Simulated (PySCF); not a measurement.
# Worked example: oscillator strength and radiative lifetime

Cd(OMe)(SeH) (CH4CdOSe), SMILES C[O][Cd][SeH].

Coordinates come from a B3LYP-D3(BJ)/def2-SVP optimisation. The def2 effective core potentials stand for the cores of Cd; spin–orbit coupling is left out. The values are those of a single conformer.

TDA-M06-2X/def2-SVPD (PySCF) puts the first singlet state with f over 0.02 at 4.30 eV (vertical), with the transition dipole (-0.175, -0.491, -0.025) in atomic units.

Question: Find the oscillator strength, the wavelength and the radiative lifetime that this transition would have in vacuum if emission retraced absorption.

Answer: 
|μ|² = 0.2723 au, so |μ| = 1.33 D. ΔE = 4.30/27.211 = 0.1580 hartree. f = (2/3) ΔE |μ|² = 0.029 (the program prints 0.029).
λ = 1239.84/4.30 = 288 nm; ν = 34682 cm⁻¹.
Einstein's coefficient A = 0.6670 ν² f s⁻¹ (ν in cm⁻¹) = 2.3e7 s⁻¹, so τ = 1/A = 43 ns. This state is S1. The figure is the radiative limit of this one transition; relaxation, internal conversion, crossing to triplets and a medium change what is measured.
